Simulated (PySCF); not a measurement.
Se(H)(OH) (H2OSe), SMILES [SeH]O. Coordinates come from a B3LYP-D3(BJ)/def2-TZVP optimisation.

**Question.** Give the equilibrium geometry at B3LYP-D3(BJ)/def2-TZVP (PySCF confirms it by a frequency run) as bond lengths and angles. (An estimate is asked for; the answer gives what the named calculation found.)

**Answer.** 
Atoms: Se1 H2 O3 H4. Bond lengths (Å): Se1–H2 1.482, Se1–O3 1.820, O3–H4 0.965. Bond angles (°): H2–Se1–O3 96.7, Se1–O3–H4 106.7.
